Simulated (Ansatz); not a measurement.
A structure relaxed at PBE/def2-TZVPD in Ansatz, charge -1, singlet:

```
atom    x (Å)    y (Å)    z (Å)
 Li1  -1.4873   0.9963   0.9994
 Li2   1.2425  -1.8371  -1.7609
 Li3  -1.0610   0.1659  -1.7464
 Li4   0.5427  -0.4797   2.7383
 Li5   0.3296   2.7021  -0.7660
 Li6  -0.9219  -1.7876   0.3968
 Li7   1.3555   0.2401   0.1387
```

Problem. Give its formula and point group.

Solution. the cluster Li₇⁻. Point group C3v (tolerance 0.1 Å).

Problem. Summarise the bond lengths by kind (pairs closer than 1.2 times the sum of covalent radii, bridged metal pairs left out).

Solution. 15 × Li–Li 2.82 to 3.07 Å.

The restricted singlet is unstable towards broken spin symmetry in Hartree–Fock (as tested in another run); at PBE/def2-TZVPD this wasn't settled. The highest occupied level of the charge -1 singlet lies above zero (up to 0.26 eV). The electron is either unbound and held by the finite basis, or the level is raised by self-interaction error. Another isomer (singlet) lies 0.09 eV lower at PBE0/def2-TZVPD; other spin states weren't run for this one.
